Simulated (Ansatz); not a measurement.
Cartesian coordinates (Å):
SMILES: FC(F)(F)O
```xyz
6

O      0.9219    -0.4885    -0.3340
C     -0.2973     0.0060    -0.0493
F     -0.6476    -0.2039     1.2369
F     -0.3696     1.3383    -0.2516
F     -1.1885    -0.5892    -0.8324
H      1.5811    -0.0627     0.2303
```
Charge 0, multiplicity 1.

All values below come from frozen-core CCSD(T)/def2-TZVPP // B3LYP-D3(BJ)/def2-TZVP run with Ansatz (a program for electronic structure).

```
Item                           Result
----------------------  -------------
HF energy               -411.83566 Ha
MP2 correlation energy    -1.13793 Ha
```

Problem. Estimate the CCSD correlation energy, the (T) correction, the total energy and the T1 diagnostic.

Solution. 
```json
{
  "CCSD correlation energy": "-1.14197 Ha",
  "(T) correction": "-0.03668 Ha",
  "CCSD(T) total energy": "-413.01431 Ha",
  "T1 diagnostic": "0.011"
}
```
